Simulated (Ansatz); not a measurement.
`F[Si](F)(Br)Br` and `[F][Ge]([F])([Br])[Br]` differ in one element.

Ansatz, PBE0-D4/def2-TZVP geometries, multiplicity 1. 

Scalar relativity is left out up to krypton.

```json
{"property": "zero-point energy (PBE0-D4/def2-TZVP) / kJ/mol", "`F[Si](F)(Br)Br`": "23.4"}
{"property": "HOMO–LUMO gap (PBE/def2-TZVPP) / eV", "`F[Si](F)(Br)Br`": "6.10"}
{"property": "ideal-gas entropy at 298 K and 1 bar (rigid rotor, harmonic PBE0-D4/def2-TZVP) / J/(mol·K)", "`F[Si](F)(Br)Br`": "347"}
{"property": "size of the dipole moment (B3LYP/def2-TZVPP) / D", "`F[Si](F)(Br)Br`": "0.83"}
{"property": "HOMO–LUMO gap (ωB97M-V/def2-TZVPP) / eV", "`F[Si](F)(Br)Br`": "12.57"}
{"property": "size of the dipole moment (PBE/def2-TZVPP) / D", "`F[Si](F)(Br)Br`": "0.78"}
```

Question: Give the same properties after the change, and the shifts. (An estimate is asked.)

Answer: Ansatz gave: 
| property | `[F][Ge]([F])([Br])[Br]` | shift |
| --- | --- | --- |
| zero-point energy (PBE0-D4/def2-TZVP) / kJ/mol | 18.0 | -5.4 |
| HOMO–LUMO gap (PBE/def2-TZVPP) / eV | 4.70 | -1.40 |
| ideal-gas entropy at 298 K and 1 bar (rigid rotor, harmonic PBE0-D4/def2-TZVP) / J/(mol·K) | 365 | 18 |
| size of the dipole moment (B3LYP/def2-TZVPP) / D | 1.60 | 0.77 |
| HOMO–LUMO gap (ωB97M-V/def2-TZVPP) / eV | 11.23 | -1.34 |
| size of the dipole moment (PBE/def2-TZVPP) / D | 1.48 | 0.70 |

With PBE0 the HOMO falls by 0.24 eV and the LUMO falls by 1.63 eV, so the gap narrows by about 1.39 eV. PBE moves the HOMO by -0.21 eV and ωB97M-V by -0.25 eV. Dipoles are sizes alone; their direction can turn.

B3LYP here is the variant with VWN-RPA as its local correlation; programs differ in this.

Spin–orbit coupling is left out; it splits and shifts lone-pair levels of the heavy atoms by tenths of an eV.
